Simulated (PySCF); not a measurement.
Gas-phase reaction: 2 GaF + GaCl3 → 3 GaCl + F2

Energies from PySCF (xtb for GFN2), thermal terms from the rigid-rotor harmonic-oscillator model, ideal gas at 1 bar. † marks an energy on the PBE0/def2-TZVP geometry and frequencies; other levels use their own. MP2 and CCSD(T) freeze the core. All species are closed-shell singlets. B3LYP is the form with VWN-RPA correlation. Ga: all electrons, no relativistic terms. MP2 isn't extrapolated to the basis-set limit; its ΔH°(298 K) is 767.1 kJ in def2-SVP and 762.4 kJ in def2-TZVPP. CCSD(T) isn't extrapolated to the basis-set limit; its ΔH°(298 K) is 712.4 kJ in def2-SVP and 713.5 kJ in def2-TZVPP. The harmonic model lacks anharmonicity and excited electronic states, which grow with temperature; levels with a mode under 35 cm⁻¹ are left out.

| level | ΔE electronic, kJ | ΔH°(298 K), kJ | ΔS°(298 K), J/K | ΔG°(1400 K), kJ |
|---|---|---|---|---|
| B3LYP/def2-TZVP† | 666 | 663 | 141 | 474 |
| CCSD(T)/def2-SVP† | 715 | 712 | 141 | 523 |
| CCSD(T)/def2-TZVPP† | 716 | 713 | 141 | 524 |
| GFN2-xTB | 778 | 775 | 133 | 597 |
| MP2/def2-TZVPP† | 765 | 762 | 141 | 573 |
| PBE0/def2-QZVP† | 697 | 695 | 141 | 505 |
| PBE0/def2-SVP† | 687 | 684 | 141 | 494 |
| PBE0/def2-TZVP | 690 | 688 | 141 | 498 |
| r2SCAN/def2-TZVP† | 710 | 708 | 141 | 518 |
| ωB97M-V/def2-TZVP† | 699 | 696 | 141 | 507 |
| ωB97X-V/def2-TZVP† | 717 | 714 | 141 | 525 |
ΔH° is lowest at B3LYP/def2-TZVP† and highest at GFN2-xTB. No reference value is set beside these.
